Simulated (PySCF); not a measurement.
Silver: a sound run and one with changed settings

Sound run: Ag²⁺ [Kr] 4d9, Ag³⁺ [Kr] 4d8. All numbers are calculated (PySCF 2.14, a scalar-relativistic core potential, in def2-SVP with the def2 core potential (28 electrons) (5s3p2d1f, 31 functions)). The sound run starts from symmetry-adapted Hartree-Fock orbitals and uses a fine grid where one is needed.

A second run was set up differently.

| species | method | sound run (hartree) | changed run (hartree) | converged |
| --- | --- | --- | --- | --- |
| Ag²⁺ | UHF | -145.12061 | -145.12061 | yes |
| Ag²⁺ | r2SCAN | -145.89609 | -145.91575 | yes |
| Ag²⁺ | BP86 | -145.93946 | -145.94861 | yes |
| Ag³⁺ | UHF | -143.88820 | -143.88820 | yes |
| Ag³⁺ | r2SCAN | -144.60738 | -144.67352 | yes |
| Ag³⁺ | BP86 | -144.63569 | -144.66304 | yes |

Ionisation energy of Ag²⁺:

```json
{"method": "UHF", "sound run (eV)": "33.536", "changed run (eV)": "33.536"}
{"method": "r2SCAN", "sound run (eV)": "35.068", "changed run (eV)": "33.803"}
{"method": "BP86", "sound run (eV)": "35.477", "changed run (eV)": "34.982"}
```

(1) What was changed?
A. angular grid far too coarse
B. all electrons correlated in a valence basis
C. basis contracted for another Hamiltonian
D. level shift left on

## Answers

(1) A. It used 26 angular points. A coarse angular grid integrates products of high-l functions wrongly, so density functionals can shift, and the SCF can exploit the error; Hartree-Fock and MP2 need no grid.
